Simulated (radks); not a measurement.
Problem. All-electron atom: Sb3- in [Xe]. Method: scalar-relativistic Kohn-Sham, r2SCAN, spin-polarised, spherical densities, finite nucleus; meta-GGA in the generalised Kohn-Sham scheme; Fermi nuclear charge, rms radius 4.6802 fm; Watson sphere of charge +3 and radius 4.65 bohr; computed with a radial shooting solver on a logarithmic mesh with Libxc functionals. Some entries of the table are withheld. Estimate them.

orbital  occ.  eigenvalue (eV)  <1/r> (bohr^-1)
1s          2        -30356.71            54.32
2s          2        -4632.780              (1)
2p          6              (2)              (3)
3s          2        -912.1992              (4)
3p          6        -755.5904            4.216
3d         10        -517.0624            3.976
4s          2        -149.5798            1.750
4p          6              (5)            1.595
4d         10         -31.2585            1.293
5s          2         -11.0253           0.5393
5p          6          -4.1859           0.3613

Solution. 
(1) 2s <1/r> (bohr^-1): 12.43
(2) 2p eigenvalue (eV): -4155.708
(3) 2p <1/r> (bohr^-1): 11.91
(4) 3s <1/r> (bohr^-1): 4.437
(5) 4p eigenvalue (eV): -101.4387
